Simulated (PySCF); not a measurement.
Choosing a basis for TDDFT

C₃H₁₂AsGa.
Numbering: `[CH3:1][CH:2]([CH3:3])[GaH2-:4][AsH3+:5]` (hydrogens: H6, H7, H8 on C1; H9 on C2; H10, H11, H12 on C3; H13, H14 on Ga4; H15, H16, H17 on As5)

TDDFT with PBE0 (PySCF), vertical singlets, core orbitals frozen in the response, spherical d and f functions. Geometry: PBE0-D3(BJ)/def2-SVP, one conformer, isolated molecule. Relativistic effects, spin–orbit coupling among them, are left out although an element past zinc is present.

| basis | functions | diffuse | S1 (eV) | S2 (eV) | S3 (eV) | S4 (eV) | S5 (eV) | LUMO (eV) | α (au) |
| --- | --- | --- | --- | --- | --- | --- | --- | --- | --- |
| 6-31G* | 130 | no | 5.42 | 5.86 | 5.90 | 6.37 | 6.83 | -0.01 | 89.7 |
| def2-SVP | 166 | no | 5.50 | 5.73 | 5.82 | 6.36 | 6.62 | -0.08 | 93.4 |
| def2-SVPD | 232 | yes | 5.29 | 5.58 | 5.68 | 6.15 | 6.22 | -0.43 | 106.6 |
| aug-cc-pVDZ | 249 | yes | 5.08 | 5.47 | 5.61 | 5.98 | 5.98 | -0.74 | 108.4 |
| def2-TZVP | 261 | no | 5.38 | 5.60 | 5.72 | 6.27 | 6.54 | -0.25 | 102.8 |

Q: How much do these states and the polarisability depend on the basis?

A: States are compared by their number. Against the largest diffuse basis here (aug-cc-pVDZ, itself not a converged limit), sets without diffuse functions differ by up to 0.42 eV in S1 and 0.84 eV in S5; the smaller diffuse sets differ by up to 0.21 and 0.24 eV. State by state, the largest deviation of a set without diffuse functions is S1 0.42, S2 0.39, S3 0.29, S4 0.39, S5 0.84 eV. The same number needn't mean the same state in each row. Against aug-cc-pVDZ the polarisability deviates by -17% in 6-31G*, -14% in def2-SVP, -2% in def2-SVPD, -5% in def2-TZVP.
